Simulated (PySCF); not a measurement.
AlCl2, doublet, at a GFN2-xTB geometry (such geometries of metal compounds can be far from the true shape).

The PySCF input:
```python
from pyscf import gto, scf, dft

mol = gto.M(
    atom='''
Al    0.001602    0.635423    0.023513
Cl    1.851289   -0.248593    0.017172
Cl   -1.852514   -0.237318   -0.035153
''',
    basis='6-31g',
    charge=0,
    spin=1,
    verbose=3,
)

mf = dft.UKS(mol)
mf.xc = 'r2scan'
mf.kernel()
```

Estimate the total energy that PySCF with R2SCAN/6-31G returns for this input.

-1162.7257 Eh

What is the computed HOMO energy (R2SCAN/6-31G)?

-5.87 eV

What nuclear repulsion energy does R2SCAN/6-31G give?

155.3771 Eh

Estimate the dipole moment that R2SCAN/6-31G returns for this input.

1.30 D

Give the <S^2> at the level R2SCAN/6-31G.

0.753

These values belong to the state on which the SCF converged, which isn't shown to be the lowest.
